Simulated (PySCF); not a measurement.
Gas-phase equilibrium of 1 mol H2S, 64 mol SO2 at 1600 K and 1.00 bar, among 21 species (S2O, SO2, O2, O, S2, S6, HO2, H2S2, H2O, H, H2O2, H2S, O3, SO, SH, H2, S8, S, SO3, H2SO4, OH). Only gases are allowed; each row takes one source of thermochemistry for all species, and Cantera finds the minimum.

Energies from PySCF, thermal terms from the rigid-rotor harmonic-oscillator model, ideal gas at 1 bar. † marks an energy on the PBE0/def2-TZVP geometry and frequencies; other levels use their own. MP2 freezes the core. 6-31G* has spherical d functions here. Open shells (unrestricted) among the columns below: O2 (multiplicity 3), O (multiplicity 3, electronic degeneracy 9), S2 (multiplicity 3), SO (multiplicity 3), S (multiplicity 3, electronic degeneracy 9), OH (multiplicity 2, electronic degeneracy 4); the rest are closed-shell singlets. Spin-orbit splitting is ignored; it lowers the true energy and changes the entropy of O, S, OH. B3LYP is the form with VWN-RPA correlation. MP2 isn't extrapolated to the basis-set limit. The harmonic model lacks anharmonicity and excited electronic states, which grow with temperature; levels with a mode under 35 cm⁻¹ are left out.

Molecules larger than those listed are left out.

Mole fractions:

```tsv
thermochemistry	x SO2	x O	x SO	x S	x O2	x H2O	x S2	x OH
B3LYP/6-31G*	0.92	7.4e-7	0.054	1.2e-5	0.0071	0.015	0.0012	5.0e-5
HF/def2-TZVP†	0.051	0.50	0.38	0.048	0.0015	0.0030	0.013	0.0090
M06-2X/def2-TZVP†	0.96	2.2e-8	0.011	8.6e-6	3.1e-6	0.015	0.0083	5.2e-6
MP2/def2-TZVPP†	0.97	1.5e-9	0.0030	1.7e-5	3.6e-8	0.015	0.0097	6.2e-7
PBE/def2-TZVP†	0.97	7.2e-10	0.0089	1.6e-6	2.8e-6	0.014	0.0079	1.6e-6
PBE0/def2-SVP†	0.87	9.8e-7	0.079	1.3e-5	0.030	0.015	0.0062	4.4e-5
```
The most sensitive of these is O: it spans a factor of 10^8.8 over these rows; at this temperature one factor of ten is RT ln 10 = 31 kJ/mol.
